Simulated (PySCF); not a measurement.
C2H2Cl, doublet, at a GFN2-xTB geometry; WB97X-V/pcseg-1 (PySCF).

Here is a job for PySCF.
```python
from pyscf import gto, scf, dft

mol = gto.Mole()
mol.atom = '''
    C     0.102105    0.675208    0.004852
    C     1.347315    1.045071    0.011872
    Cl   -0.734862   -0.751237   -0.007677
    H     2.192663    0.358067    0.010416
    H     1.603463    2.091291    0.019749
'''
mol.basis = 'pcseg-1'
mol.charge = 0
mol.spin = 1
mol.verbose = 4
mol.build()

mf = dft.UKS(mol)
mf.xc = 'wb97x_v'
mf.kernel()
```

Question: Predict the main parts of the log of this PySCF run.

Answer: 
```
PySCF version 2.14.0

[INPUT] verbose = 4
[INPUT] num. atoms = 5
[INPUT] num. electrons = 31
[INPUT] charge = 0
[INPUT] spin (= nelec alpha-beta = 2S) = 1
[INPUT] symmetry False subgroup None
[INPUT] Mole.unit = angstrom
[INPUT] Symbol           X                Y                Z      unit          X                Y                Z       unit  Magmom
[INPUT]  1 C      0.102105000000   0.675208000000   0.004852000000 AA    0.192950485949   1.275958197115   0.009168951156 Bohr   0.0
[INPUT]  2 C      1.347315000000   1.045071000000   0.011872000000 AA    2.546056353518   1.974897970725   0.022434828551 Bohr   0.0
[INPUT]  3 Cl    -0.734862000000  -0.751237000000  -0.007677000000 AA   -1.388687919350  -1.419632184640  -0.014507427458 Bohr   0.0
[INPUT]  4 H      2.192663000000   0.358067000000   0.010416000000 AA    4.143532553467   0.676648564245   0.019683387313 Bohr   0.0
[INPUT]  5 H      1.603463000000   2.091291000000   0.019749000000 AA    3.030105920873   3.951967236768   0.037320201234 Bohr   0.0

nuclear repulsion = 81.4374218883864
number of shells = 13
number of NR pGTOs = 108
number of NR cGTOs = 56
basis = pcseg-1
ecp = {}

******** <class 'pyscf.dft.uks.UKS'> ********
method = UKS
initial guess = minao
damping factor = 0
level_shift factor = 0
DIIS = <class 'pyscf.scf.diis.CDIIS'>
diis_start_cycle = 1
diis_space = 8
diis_damp = 0
SCF conv_tol = 1e-09
SCF conv_tol_grad = None
SCF max_cycles = 50
direct_scf = True
direct_scf_tol = 1e-13
number electrons alpha = 16  beta = 15
XC library pyscf.dft.libxc version 7.1.2
    S. Lehtola, C. Steigemann, M. J. T. Oliveira, and M. A. L. Marques,  SoftwareX 7, 1–5 (2018)
XC functionals = wb97x_v
    N. Mardirossian and M. Head-Gordon,  Phys. Chem. Chem. Phys. 16, 9904–9924 (2014)
radial grids:
    Treutler-Ahlrichs [JCP 102, 346 (1995); DOI:10.1063/1.469408] (M4) radial grids

becke partition: Becke, JCP 88, 2547 (1988); DOI:10.1063/1.454033
pruning grids: <function nwchem_prune>
grids dens level: 3
symmetrized grids: False
atomic radii adjust function: <function treutler_atomic_radii_adjust>
** Following is NLC and NLC Grids **
NLC functional = wb97x_v
radial grids:
    Treutler-Ahlrichs [JCP 102, 346 (1995); DOI:10.1063/1.469408] (M4) radial grids

becke partition: Becke, JCP 88, 2547 (1988); DOI:10.1063/1.454033
pruning grids: <function nwchem_prune>
grids dens level: 3
symmetrized grids: False
atomic radii adjust function: <function treutler_atomic_radii_adjust>
small_rho_cutoff = 0
Set gradient conv threshold to 3.16228e-05
tot grids = 66736
tot grids = 66736
init E= -537.762138531779

cycle= 1 E= -537.34447907648  delta_E= 0.418  |g|= 0.205  |ddm|= 1.73
cycle= 2 E= -537.357601363422  delta_E= -0.0131  |g|= 0.175  |ddm|= 0.375
cycle= 3 E= -537.372743081971  delta_E= -0.0151  |g|= 0.0291  |ddm|= 0.162
cycle= 4 E= -537.373653241151  delta_E= -0.00091  |g|= 0.0109  |ddm|= 0.0617
cycle= 5 E= -537.373833112858  delta_E= -0.00018  |g|= 0.005  |ddm|= 0.025
cycle= 6 E= -537.373888851043  delta_E= -5.57e-05  |g|= 0.00301  |ddm|= 0.0119
cycle= 7 E= -537.373920477497  delta_E= -3.16e-05  |g|= 0.00163  |ddm|= 0.0107
cycle= 8 E= -537.373936058196  delta_E= -1.56e-05  |g|= 0.000744  |ddm|= 0.00943
cycle= 9 E= -537.37393946699  delta_E= -3.41e-06  |g|= 0.000259  |ddm|= 0.00522
cycle= 10 E= -537.373939728184  delta_E= -2.61e-07  |g|= 7.43e-05  |ddm|= 0.00152
cycle= 11 E= -537.373939743493  delta_E= -1.53e-08  |g|= 2.32e-05  |ddm|= 0.000413
cycle= 12 E= -537.373939744524  delta_E= -1.03e-09  |g|= 1.22e-05  |ddm|= 0.0001
cycle= 13 E= -537.373939744708  delta_E= -1.84e-10  |g|= 5.55e-06  |ddm|= 3.67e-05
Extra cycle  E= -537.373939744739  delta_E= -3.16e-11  |g|= 4.26e-06  |ddm|= 1.67e-05
converged SCF energy = -537.373939744739  <S^2> = 0.76027175  2S+1 = 2.0102455
```
